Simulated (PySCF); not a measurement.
Phosphorus: a sound run and one with changed settings

Sound run: P²⁺ [Ne] 3s2 3p1, P³⁺ [Ne] 3s2. Computed with PySCF 2.14 in cc-pVDZ-DK (4s3p1d, 18 functions), with scalar relativity by spin-free X2C-1e. The sound run starts from symmetry-adapted Hartree-Fock orbitals and uses a fine grid where one is needed.

Changed run: 14 angular points. This setting is unsound on purpose.

```csv
species,method,sound run (hartree),changed run (hartree),converged
P²⁺,UHF,-340.45437,-340.45437,yes
P²⁺,M06-2X,-340.96543,-340.96744,yes
P²⁺,PBE,-340.81047,-340.81008,yes
P³⁺,UHF,-339.36868,-339.36868,yes
P³⁺,M06-2X,-339.86487,-339.86487,yes
P³⁺,PBE,-339.69881,-339.69881,yes
```

Ionisation energy of P²⁺:

| method | sound run (eV) | changed run (eV) |
| --- | --- | --- |
| UHF | 29.543 | 29.543 |
| M06-2X | 29.948 | 30.002 |
| PBE | 30.250 | 30.239 |

A coarse angular grid integrates products of high-l functions wrongly, so density functionals can shift, and the SCF can exploit the error; Hartree-Fock and MP2 need no grid.

For comparison, NIST gives 30.203 eV between the lowest levels.
